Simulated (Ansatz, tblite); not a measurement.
Cost and result up the ladder for SiCl2(SiMe3)2 (C6H18Cl2Si3) (29 atoms). The state is a singlet with charge 0. Geometry: PBE0-D4/def2-SVP.

```
atom   x (Å)   y (Å)   z (Å)
 Si1   0.923  -0.650   0.118
 Cl2   1.962  -0.996   1.917
 Cl3   1.903  -1.721  -1.407
 Si4   1.239   1.617  -0.383
  C5   3.098   1.899  -0.392
  C6   0.487   1.952  -2.076
  C7   0.398   2.635   0.961
  H8   3.344   2.950  -0.615
  H9   3.578   1.260  -1.150
 H10   3.528   1.641   0.588
 H11   0.922   1.275  -2.828
 H12  -0.604   1.798  -2.071
 H13   0.681   2.989  -2.396
 H14  -0.692   2.480   0.959
 H15   0.781   2.353   1.954
 H16   0.586   3.712   0.816
Si17  -1.172  -1.664   0.388
 C18  -2.133  -1.472  -1.220
 C19  -0.831  -3.474   0.768
 C20  -2.049  -0.817   1.824
 H21  -3.097  -2.003  -1.170
 H22  -1.558  -1.886  -2.063
 H23  -2.342  -0.413  -1.439
 H24  -0.271  -3.939  -0.058
 H25  -0.223  -3.564   1.681
 H26  -1.767  -4.036   0.915
 H27  -1.423  -0.853   2.730
 H28  -2.261   0.240   1.599
 H29  -3.007  -1.314   2.049
```

Ansatz on 4 threads of Arm Neoverse V1 on a shared host; xTB runs through tblite on one thread. Times are rough, summed over both states, and most runs start from the orbitals of an earlier one. PBE0-D4/def2-SVP serves as the yardstick here, not as an exact answer. The other state is a doublet.

The xTB rows come from tblite.

Raw xTB energies of ions are shifted by several eV.

```
           level  functions  wall time
        GFN2-xTB         87    0.055 s
        GFN1-xTB        105    0.061 s
 PBE-D4/def2-SVP        264       21 s
PBE0-D4/def2-SVP        264       38 s
```

Task: Estimate what each level gives for the vertical IE (eV).

Result: 
```csv
level,vertical IE (eV),difference from PBE0-D4/def2-SVP (eV)
GFN2-xTB,11.37,3.03
GFN1-xTB,11.94,3.60
PBE-D4/def2-SVP,7.93,-0.41
PBE0-D4/def2-SVP,8.34,0.00
```
